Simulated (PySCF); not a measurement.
H₅P. Atoms are numbered in the order given.

```xyz
6

P      0.0000     0.0000     0.0000
H      0.0000     0.0000     1.4812
H      0.0000     0.0000    -1.4812
H      1.4274     0.0000     0.0000
H     -0.7137     1.2362     0.0000
H     -0.7137    -1.2362     0.0000
```

Geometry optimised at PBE0-D3(BJ)/def2-TZVPD.

Level of theory: PySCF with PBE/def2-TZVPD.

Isolated molecule, no solvent.

```json
{
  "total_energy": "-344.09269 hartree",
  "point_group": "D3h",
  "highest_occupied_level": "-5.04 eV",
  "lowest_empty_level": "-0.99 eV",
  "orbital_gap": "4.05 eV",
  "dipole_moment": "0.00 D",
  "quadrupole, principal values (traceless, Buckingham form, about the centre of nuclear charge)": "-4.30, 2.15, 2.15 D·Å",
  "mean_static_polarisability": "35.9 bohr³ (5.33 Å³)",
  "polarisability_principal_values": "32.9, 32.9, 42.1 bohr³"
}
```
